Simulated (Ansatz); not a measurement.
This geometry of C4H5B (10 atoms, charge 0, multiplicity 1) is a first-order saddle point.

Theory: Ansatz, RHF/def2-mTZVP.

```xyz
10
Properties=species:S:1:pos:R:3
B -1.251 -1.905 0.481
C 0.083 -1.120 0.726
C 0.374 0.025 0.182
C 0.628 1.133 -0.360
C 0.904 2.276 -0.913
H -1.326 -2.704 -0.392
H -2.188 -1.734 1.187
H 0.814 -1.558 1.393
H 0.213 2.754 -1.583
H 1.832 2.781 -0.717
```

Which two structures does it join? (They come from a converged band through this point; their orientation in space is the band's.)

No bond is made or broken. The dihedral H7–B1–C2–C3 goes from 180 to 0°. The two ends are copies of one structure, up to a mirror image or an exchange of like atoms.

First end point:

```xyz
10
Properties=species:S:1:pos:R:3
B -1.226 -1.886 0.466
C 0.015 -1.061 0.879
C 0.340 0.045 0.250
C 0.635 1.101 -0.363
C 0.939 2.195 -0.997
H -1.904 -1.521 -0.435
H -1.503 -2.883 1.046
H 0.651 -1.368 1.693
H 0.340 2.549 -1.815
H 1.797 2.779 -0.722
```

Last end point:

```xyz
10
Properties=species:S:1:pos:R:3
B -1.225 -1.885 0.464
C 0.016 -1.062 0.881
C 0.340 0.046 0.255
C 0.633 1.102 -0.359
C 0.937 2.194 -0.996
H -1.500 -2.888 1.037
H -1.905 -1.513 -0.433
H 0.653 -1.371 1.693
H 0.335 2.550 -1.811
H 1.801 2.774 -0.728
```

How far does it lie above each of them?

0.33 eV above the first and 0.33 eV above the second. This is the barrier of this one path; another mechanism may lie lower.

The run took 2.2 min on 2 threads of Arm Neoverse V2, on a shared host, peak memory 0.18 GiB.
